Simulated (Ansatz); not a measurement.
CH₈BInSi (`[SiH3]B[CH2][InH2]`), relaxed with RKS PBE0-D4/def2-TZVP in Ansatz from a PBE-D4/def2-SVP geometry. The force threshold is 0.005 eV/Å; the program also tests the step.

The species carries charge 0 and has multiplicity 1. In takes the def2 core potential.

Start:

```xyz
12

Si    1.132    1.189   -0.441
B    -0.540    0.213   -1.053
C    -0.588   -1.269   -0.834
In   -0.654   -0.509    1.422
H     1.203    0.908    1.095
H     2.457    0.637   -0.903
H     1.160    2.692   -0.497
H    -1.536    0.851   -1.351
H     0.312   -1.899   -0.708
H    -1.496   -1.860   -1.062
H    -1.723    0.714    2.017
H     0.274   -1.667    2.314
```

Q: How much energy does the relaxation release, and in how many steps? (An estimate is asked.)

A: Computed: 4.12 kJ/mol, in 6 steps, 1 of them rejected.

Q: Which bonds change most? (Best estimate.)

A: Computed: C3–In4 from 2.381 to 2.331 Å; B2–In4 from 2.581 to 2.559 Å; Si1–H5 from 1.563 to 1.541 Å; B2–H8 from 1.220 to 1.199 Å.

Q: Give the relaxed structure. (Best estimate.)

A: The calculation gave: 
```xyz
12

Si    1.128    1.183   -0.436
B    -0.540    0.219   -1.044
C    -0.583   -1.245   -0.812
In   -0.647   -0.521    1.403
H     1.188    0.899    1.078
H     2.426    0.628   -0.908
H     1.162    2.666   -0.502
H    -1.522    0.840   -1.340
H     0.311   -1.858   -0.700
H    -1.470   -1.838   -1.035
H    -1.708    0.688    1.988
H     0.254   -1.661    2.308
```
